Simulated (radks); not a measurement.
Spin polarisation of the 4f6 shell in Sm2+. Start: [Xe] 4f(up 3, down 3); electrons of 4f are moved from spin down to spin up, other shells keep equal spins. All-electron calculation, scalar-relativistic Kohn-Sham, PBE, spin-polarised, spherical densities, point nucleus. Program: a radial shooting solver on a logarithmic mesh with Libxc functionals.

| moment (Bohr magnetons) | E - E(0) (eV) | e(4f up) (eV) | e(4f down) (eV) | 5p down minus up (eV) |
|---|---|---|---|---|
| 0 | 0.000 | -15.710 | -15.710 | 0.000 |
| 1 | -0.170 | -16.031 | -15.351 | 0.338 |
| 2 | -0.681 | -16.314 | -14.955 | 0.677 |
| 3 | -1.530 | -16.556 | -14.520 | 1.018 |
| 4 | -2.718 | -16.755 | -14.046 | 1.362 |
| 5 | -4.240 | -16.907 | -13.531 | 1.710 |
| 6 | -6.095 | -17.008 | -12.972 | 2.064 |

At moment 6 the spin-polarisation energy is -6.095 eV and the 4f exchange splitting 4.036 eV, that is 0.673 eV per Bohr magneton; E = -I m^2/4 would give I = 0.677 eV.
